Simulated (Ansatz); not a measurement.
Mulliken charges of `[CH3][Zn][PH2]` from PBE/def2-TZVPP in Ansatz (PBE0-D4/def2-TZVP geometry).

| atom | x (Å) | y (Å) | z (Å) | charge (e) |
| --- | --- | --- | --- | --- |
| C1 | -0.968 | 1.280 | -0.614 | -0.430 |
| Zn2 | 0.058 | -0.093 | 0.310 | 0.234 |
| P3 | 1.241 | -1.683 | 1.450 | -0.195 |
| H4 | -1.982 | 0.930 | -0.822 | 0.102 |
| H5 | -0.498 | 1.541 | -1.565 | 0.103 |
| H6 | -1.039 | 2.187 | -0.008 | 0.103 |
| H7 | 2.406 | -1.447 | 0.666 | 0.041 |
| H8 | 0.781 | -2.715 | 0.583 | 0.041 |

Task: By hand: the dipole of these point charges (1 e Å = 4.8032 D).

Result: Σ q r = (-0.042, 0.064, -0.141) e Å, of length 0.160 e Å = 0.77 D.

Task: How does the dipole of the full density compare? (Best estimate.)

Result: The calculation gave: (-0.092, 0.129, -0.187) e Å, 1.18 D; the point charges give 0.65 times that, at 12° from its direction.

Point charges leave out the atoms' own dipoles, such as those of lone pairs, and Mulliken's split depends on the basis, so the two needn't agree.
